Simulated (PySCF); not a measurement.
# Spin states of KAs

Unrestricted PBE0; K def2-SVP, As def2-SVP; no relativity (PySCF 2.14). Outer shells of the fragments: K 4s1; As 3d10 4s2 4p3.

Followed along the bond (rough minima from three points):

| 2Ms+1 | unpaired | ⟨S²⟩ at the start | R at minimum (Å) | Te (eV) |
| --- | --- | --- | --- | --- |
| 3 | π ↑↑ | 2.04 | 3.16 | 0.00 |
| 1 | π ↑↓ | 1.01 | 3.14 | 0.35 |
| 3 | σ ↑, π ↑ | 2.00 | 2.94 | 0.49 |
| 1 | σ ↓, π ↑ | 1.01 | 2.95 | 0.82 |
| 1 | none | 0.00 | 3.12 | 1.38 |

Solutions found at the starting distance of 3.120 Å, counted from the lowest of them; the search is not exhaustive and high or unbound solutions are not listed, so other states can lie among these:

```csv
2Ms+1,unpaired,term,E (eV),⟨S²⟩,⟨Lz²⟩,μ (D)
3,π ↑↑,³Σ⁻,0.00,2.04,0.00,-8.68
1,π ↑↓,mixed,0.35,1.01,2.01,-9.02
3,"σ ↑, π ↑",³Π,0.54,2.00,1.01,-10.33
1,"σ ↓, π ↑",mixed,0.87,1.01,1.01,-10.21
1,none,mixed,1.38,0.00,2.00,-8.93
5,"σ ↑↑, π ↑↑",⁵Σ⁻,1.47,6.00,0.00,3.24
3,"σ ↑↑, π ↑↓",mixed,2.22,3.01,2.01,3.37
1,"σ ↓↓, π ↑↑",mixed,2.24,2.01,0.00,3.52
5,"σ ↑, π ↑↑↑",⁵Π,2.87,6.00,1.00,1.01
3,"σ ↑, π ↑",³Π,3.10,2.00,1.00,3.37
1,"σ ↓, π ↑",mixed,3.13,1.00,1.00,3.57
3,σ ↑↑,mixed,3.35,2.00,2.00,3.41
3,"σ ↑, π ↑↑↓",mixed,3.61,3.01,3.01,1.04
```

A term symbol is given only where ⟨S²⟩ and ⟨Lz²⟩ are close to those of a pure state; real π, δ and φ orbitals otherwise mix terms. A positive dipole means K(−)As(+).

Spin–orbit coupling is left out. Counting both spins, an empty level lies below a filled one in some of these solutions, because spin and occupation are held.
